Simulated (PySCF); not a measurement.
## Ta⁵⁰⁺: ionisation energy

Ta⁵⁰⁺ [Ar] 3d5 [3d3/2^4 3d5/2^1, M_J = 5/2] → Ta⁵¹⁺ [Ar] 3d4 [3d3/2^4, M_J = 0], as a difference of total energies. Calculation: PySCF 2.14, in an uncontracted even-tempered set (15 s from 13 bohr⁻², ratio 2.8; 12 p from 17 bohr⁻², ratio 2.8; 8 d from 17 bohr⁻², ratio 2.8; 3 f from 57 bohr⁻², ratio 3); the two-component X2C-1e Hamiltonian. Correlated levels: [Ne] frozen; the 72 highest virtual spinors dropped. "Screened" scales the spin-orbit matrix elements by Boettger's factors to mimic the two-electron term; Breit and QED terms are absent.

| method | ionisation energy (eV) |
| --- | --- |
| GHF (spin-free) | 4589.5 |
| GMP2 (spin-free) | 4589.4 |
| GHF (screened spin-orbit) | 4539.6 |
| GMP2 (screened spin-orbit) | 4539.4 |

Breit and QED terms and the two-electron picture change are absent.

The spin-free rows relax to the high-spin LS determinant and lack the spin-orbit shift.

The labels give the starting determinants; with spin-orbit coupling the two ends relaxed to ⟨J²⟩ = 8.75, ⟨L²⟩ = 6.17, ⟨S²⟩ = 2.87 and ⟨J²⟩ = 0.00, ⟨L²⟩ = 2.45, ⟨S²⟩ = 2.45.

For comparison: 4537 ± 4 eV (theoretical estimate listed by NIST; NIST Atomic Spectra Database, ionization energies).
